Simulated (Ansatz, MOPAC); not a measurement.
System: CH2NO, net charge -1, singlet state. SMILES: [NH-]C=O

Atoms: N1, C2, O3, H4, H5. Bonds: N1-C2, N1-H4, C2-O3, C2-H5.

Bond lengths (Å) and angles (degrees) optimised at PM6 with MOPAC; PM7 with MOPAC; HF/3-21G with Ansatz (a program for electronic structure); HF/6-31G* with Ansatz; B3LYP/6-31G* with Ansatz; MP2/6-31G* with Ansatz, each started from the B3LYP-D3(BJ)/def2-TZVP structure (Ansatz) of the last column. A row stands for all coordinates that are equal there; 7 of 8 kinds are shown. 6-31G* holds six Cartesian d functions. No wavenumbers were computed at MP2/6-31G*, so these may be saddle points.

```
coordinate    PM6    PM7  HF/3-21G  HF/6-31G*  B3LYP/6-31G*  MP2/6-31G*  B3LYP-D3(BJ)/def2-TZVP
----------  -----  -----  --------  ---------  ------------  ----------  ----------------------
N1-C2       1.339  1.331     1.307      1.303         1.325       1.329                   1.318
N1-H4       1.014  1.001     1.020      1.009         1.030       1.028                   1.021
C2-O3       1.257  1.245     1.256      1.236         1.256       1.263                   1.251
C2-H5       1.121  1.118     1.124      1.124         1.148       1.140                   1.138
N1-C2-O3    125.2  125.1     129.1      129.1         128.4       128.2                   128.4
C2-N1-H4    113.9  115.9     109.9      107.4         105.9       105.4                   106.9
N1-C2-H5    120.2  120.6     115.8      115.9         116.1       116.2                   116.1
```

Mean signed difference of all 4 bond lengths from B3LYP-D3(BJ)/def2-TZVP: PM6 0.001 Å, PM7 -0.008 Å, HF/3-21G -0.005 Å, HF/6-31G* -0.014 Å, B3LYP/6-31G* 0.008 Å, MP2/6-31G* 0.008 Å.
